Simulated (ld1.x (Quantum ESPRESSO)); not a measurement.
## Tl: excitation energies, all-electron against PAW

Tl (Z = 81), PAW, made with ld1.x (Quantum ESPRESSO) 7.5 (LDA (PZ), scalar-relativistic). Core [Xe] 4f14, reference 5d10 6s1 6p2. Waves: 6s (bound): rcut 1.60, rcutus 2.15 bohr; 6s channel at -0.35 Ry: rcut 1.60, rcutus 2.15 bohr; 6p (bound): rcut 2.40, rcutus 2.70 bohr; 6p channel at 4.65 Ry: rcut 2.40, rcutus 2.70 bohr; 5d (bound): rcut 1.60, rcutus 2.10 bohr; 5d channel at -0.9 Ry: rcut 1.60, rcutus 2.10 bohr. Local part: all-electron potential smoothed inside 1.70 bohr (lloc = -2). Core correction: a·sin(br)/r model core, default radius (ld1.x builds one for every PAW set, though the input has nlcc=.false.). Augmentation charge: BG, radius 1.60 bohr.

Energies are relative to the spin-unpolarised reference configuration 5d10 6s1 6p2; without spin polarisation the order of configurations can differ from experiment. Spin-polarised rows fill each open shell by Hund’s rule, majority spin first.

```json
{"valence configuration": "5d10 6s2 6p1", "charge": "0", "ΔE all-electron (eV)": "-7.483", "error AE − PS (meV)": "+2.9"}
{"valence configuration": "5d10 6s1 6p0", "charge": "+2", "ΔE all-electron (eV)": "19.125", "error AE − PS (meV)": "+0.9"}
{"valence configuration": "5d9 6s0 6p0", "charge": "+4", "ΔE all-electron (eV)": "101.788", "error AE − PS (meV)": "-203"}
{"valence configuration": "5d10 6s0 6p3", "charge": "0", "ΔE all-electron (eV)": "7.913", "error AE − PS (meV)": "-0.9"}
{"valence configuration": "5d10 6s1 6p1", "charge": "+1", "ΔE all-electron (eV)": "6.304", "error AE − PS (meV)": "-1.1"}
{"valence configuration": "5d10 6s1 6p2 (spin-polarised)", "charge": "0", "ΔE all-electron (eV)": "-1.028", "error AE − PS (meV)": "-1.1"}
{"valence configuration": "5d10 6s2 6p1 (spin-polarised)", "charge": "0", "ΔE all-electron (eV)": "-7.597", "error AE − PS (meV)": "+2.9"}
```

**Question.** What are ΔE and the potential's error for 5d10 6s2 6p0?

**Answer.** ΔE = -2.074 eV all-electron; the error (AE − PS) is -0.3 meV.

**Question.** What are ΔE and the potential's error for 5d10 6s2 6p1.3?

**Answer.** ΔE = -8.035 eV all-electron; the error (AE − PS) is +3.6 meV.
